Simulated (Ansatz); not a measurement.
Br₂ClHSi, SMILES `Cl[SiH](Br)Br`, relaxed with RKS PBE0-D4/def2-TZVP in the Gaussian-basis code of Ansatz from a PBE-D4/def2-SVP geometry. The force threshold is 0.005 eV/Å; the program also tests the step.

Total charge 0; spin multiplicity 1.

Start:

```xyz
5

Cl    0.853   -1.682    0.809
Si   -0.052    0.039    0.116
Br   -1.550   -0.480   -1.441
Br    1.486    1.400   -0.735
H    -0.738    0.722    1.251
```

Question: By how much does the energy fall, and how many steps does the optimiser take? (Estimate.)

Answer: The calculation gave: 2.52 kJ/mol, in 4 steps.

Question: Which bonds change most? (Estimate.)

Answer: Ansatz gave: Cl1–Si2 from 2.065 to 2.032 Å; Si2–Br3 from 2.223 to 2.197 Å; Si2–Br4 from 2.223 to 2.197 Å; Si2–H5 from 1.491 to 1.471 Å.

Question: Give the relaxed structure. (Best estimate.)

Answer: The calculation gave: 
```xyz
5

Cl    0.840   -1.657    0.798
Si   -0.050    0.037    0.115
Br   -1.533   -0.475   -1.423
Br    1.470    1.384   -0.725
H    -0.727    0.711    1.234
```
